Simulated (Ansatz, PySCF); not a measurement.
ZnH, SMILES [ZnH] (connectivity only; charge and spin as stated), neutral, multiplicity 2. Atoms are numbered in the order given.

```xyz
2

Zn     0.0000     0.0000    -0.0183
H      0.0000     0.0000     1.6125
```
Charge 0, spin multiplicity 2.

The structure is a stationary point at B3LYP-D3(BJ)/def2-TZVPD. The spin state was assumed, not searched.

Two levels are set side by side: PBE-D3(BJ)/def2-TZVPD (Ansatz, an electronic-structure program) and B3LYP-D3(BJ)/def2-TZVPD (Ansatz). Each level has its own optimised geometry; the coordinates shown are those of the second. Frequencies come from the Hessian of PySCF at each geometry. Differences are taken from unrounded values.

| quantity | B3LYP-D3(BJ) | PBE-D3(BJ) | PBE-D3(BJ) minus B3LYP-D3(BJ) |
|---|---|---|---|
| bond Zn1–H2 (Å) | 1.631 | 1.627 | -0.004 |
| highest harmonic wavenumber (cm⁻¹) | 1475 | 1483 | 8 |
| mean harmonic wavenumber (cm⁻¹) | 1475 | 1483 | 8 |
| zero-point energy (kcal/mol) | 2.11 | 2.12 | 0.01 |

On these quantities the two levels nearly agree.
